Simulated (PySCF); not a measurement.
Löwdin shares of the frontier orbitals

Species: C5H5F2N.
Structure used (GFN2-xTB), in Å, numbered top down from 1:
```xyz
13
C5H5F2N angstrom
F      2.384    0.507    1.118
C      1.891   -0.020   -0.041
F      2.343    0.814   -1.023
C      0.411   -0.091   -0.022
C     -0.432   -1.168   -0.153
C     -1.745   -0.675   -0.060
C     -1.660    0.681    0.124
N     -0.353    1.027    0.146
H      2.359   -1.003   -0.192
H     -0.138   -2.189   -0.296
H     -2.645   -1.252   -0.121
H     -2.435    1.411    0.239
H      0.015    1.957    0.264
```

The calculation used TDDFT B3LYP/def2-SVPD, vertical, gas phase, core orbitals frozen in the response (PySCF 2.14.0, density-fitted response routines).

Kohn–Sham orbitals with the atoms that hold most of them (Löwdin shares over 4%, at most four atoms; ? is withheld):

```tsv
orbital	ε (eV)	atoms
HOMO-3	-10.83	C6 24%, C5 23%, C7 11%, F3 7%
HOMO-2	-9.84	F1 25%, F3 25%, C2 19%, C4 12%
HOMO-1	-7.37	?
HOMO	-6.51	C7 27%, C4 26%, C6 17%, C5 11%
LUMO	?	?
LUMO+1	0.30	H13 25%, C7 15%, C2 12%, H12 9%
LUMO+2	0.90	H9 22%, C2 15%, H13 8%, H12 8%
```

(1) Give the leading atoms of the LUMO.

(2) Which atoms hold the HOMO-1, and with what shares?

(3) What is the LUMO energy, and the HOMO–LUMO gap?

Answers

(1) C4 (bonded to 2 C and N) 18%; C7 (bonded to C, N and H) 18%; N8 (bonded to 2 C and H) 17%; C5 (bonded to 2 C and H) 14%. By element: carbon 49% or more, nitrogen 17%.

(2) C5 (bonded to 2 C and H) 28%; N8 (bonded to 2 C and H) 27%; C6 (bonded to 2 C and H) 24%; C4 (bonded to 2 C and N) 8%. By element: carbon 60% or more, nitrogen 27%.

(3) ε(LUMO) = -0.13 eV; the gap is 6.39 eV (0.2347 hartree).

**Question.** How does S1 compare with the orbital gap of 6.39 eV?

**Answer.** S1 is at 5.88 eV (f = 0.0003), 0.50 eV below the gap, made of HOMO→LUMO+1 (99%). Its leading pair isn't HOMO and LUMO; the energies of that pair differ by 6.81 eV. Without the coupling terms of the response equations the lowest excitation would equal the gap.

**Question.** One configuration dominates each of S1, S2 and S5. Which, and how do the shares of the two leading atoms of either orbital change from the occupied to the empty one?

**Answer.** 
- S1 (5.88 eV, f 0.0003), HOMO→LUMO+1 (99%): C7 27% → 15%, C4 26% → at most 9%, H13 at most 11% → 25%
- S2 (6.12 eV, f 0.223), HOMO→LUMO (87%): C7 27% → 18%, C4 26% → 18%
- S5 (6.74 eV, f 0.0015), HOMO-1→LUMO+1 (83%): C5 28% → at most 9%, N8 27% → at most 9%, H13 at most 8% → 25%, C7 at most 8% → 15%

One conformer stands for the species.
